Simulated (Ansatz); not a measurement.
Calculated with Ansatz (gas phase, PBE0-D4/def2-TZVP geometries, no zero-point term in ΔE). CCSD(T)/CBS is the MP2 limit (def2-TZVPP, def2-QZVPP) plus CCSD(T) − MP2 in def2-TZVPP, frozen cores. Functionals use def2-TZVPP. B3LYP here is the variant with VWN-RPA as its local correlation; programs differ in this. HSE06 is defined as in plane-wave codes. One conformer a species, not always the lowest.

Reaction (ligand exchange at the Si–S bond): `O[SiH](O)S[SiH3]` + `O=C[SiH](O)Cl` → `O=C[SiH](Cl)O[SiH3]` + `O[SiH](O)S`

```
             level  ΔE (kJ/mol)  difference from CCSD(T)/CBS
           BLYP-D4        -39.9                         -1.1
          PBE-QIDH        -32.9                          5.9
            revPBE        -21.7                         17.1
              PBE0        -26.8                         12.0
             B3LYP        -42.8                         -4.0
           r2SCANh        -33.4                          5.4
             HSE06        -26.4                         12.4
           LC-ωPBE        -32.8                          6.0
     CCSD/def2-SVP        -46.8                         -8.0
     HF/def2-TZVPP        -59.7                        -20.9
SCS-MP2/def2-TZVPP        -45.3                         -6.5
   CCSD/def2-TZVPP        -45.6                         -6.8
     HF/def2-QZVPP        -61.8                        -23.0
    MP2/def2-QZVPP        -37.4                          1.4
      HF/CBS(def2)        -62.1                        -23.3
     MP2/CBS(def2)        -35.5                          3.3
       CCSD(T)/CBS        -38.8                            0
```

Largest T1 diagnostic among the species: 0.014.

From BLYP to BHLYP (50 % exact exchange), in def2-TZVPP and without D4, ΔE moves by −9.6 kJ/mol. In def2-TZVPP, CCSD(T) changes the Hartree–Fock value by +18.1 kJ/mol (the triples alone add +3.9 kJ/mol) and MP2 by +21.3 kJ/mol. Leaving LDA and LC-ωPBE aside and taking each functional with its dispersion term where it has one, the values, not all of them listed here, spread over 26.9 kJ/mol, from BHLYP-D4 to revPBE-D4.
